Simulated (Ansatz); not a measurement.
`[O+]#[C][W-6]([PH3+])([C]#[O+])([C]#[O+])([C]#[O+])[C]#[O+]`. Total charge 0; spin multiplicity 1. W: def2 effective core potential.

```
atom   x (Å)   y (Å)   z (Å)
  O1   3.097   0.204  -0.887
  C2   2.046   0.223  -0.444
  W3   0.156   0.257   0.351
  P4  -0.670  -1.140  -1.538
  C5  -1.737   0.286   1.141
  O6  -2.788   0.306   1.583
  C7  -0.270   1.946  -0.731
  O8  -0.506   2.889  -1.328
  C9   0.578  -1.437   1.429
 O10   0.812  -2.379   2.027
 C11   0.816   1.396   1.879
 O12   1.189   2.043   2.744
 H13  -0.921  -2.517  -1.350
 H14  -1.899  -0.819  -2.156
 H15   0.095  -1.259  -2.720
```

Task: List the harmonic frequencies (cm⁻¹, unscaled) at PBE0-D4/def2-TZVP in Ansatz. (Best estimate.)

Result: Ansatz gave: 11i, 50, 59, 59, 75, 81, 82, 82, 87, 88, 289, 374, 398, 398, 410, 410, 436, 440, 453, 497, 512, 512, 553, 556, 556, 606, 606, 624, 1038, 1127, 1129, 2067, 2067, 2075, 2100, 2183, 2446, 2447, 2449.
